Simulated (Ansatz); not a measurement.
Wavefunction ladder for C2H6FNOSi (`N[Si]1(F)COC1`)

Cartesian coordinates in Å:
```
N 0.7979 1.5717 -0.9249
Si 0.3686 0.4359 0.2540
F 1.0984 0.9533 1.5788
C 0.4675 -1.4138 -0.0483
O -0.9059 -1.5455 0.3775
C -1.3799 -0.1908 0.5418
H 1.2774 2.4253 -0.6957
H 0.5187 1.5211 -1.8886
H 0.5905 -1.7415 -1.0879
H 1.1280 -2.0157 0.5829
H -1.8315 -0.0572 1.5293
H -2.1298 0.0572 -0.2190
```

The species carries charge 0 and has multiplicity 1. Geometry: relaxed with PBE0-D4/def2-TZVP. It is one conformer, not always the lowest. Frozen core, restricted reference, the Gaussian-basis code of Ansatz. CBS rows extrapolate triple and quadruple zeta; past MP2 they add the triple-zeta difference.

| basis | HF (Eh) | MP2 corr. |
| --- | --- | --- |
| def2-TZVPP | -597.12247 | -1.14507 |
| def2-QZVPP | -597.14656 | -1.23510 |

(1) Estimate the CCSD correlation energy and the (T) correction in each basis where they were run (hartree).

Results:

(1) 
```tsv
basis	CCSD corr.	(T)
def2-TZVPP	-1.17738	-0.04463
CBS(def2)	-1.33409	as TZ
```
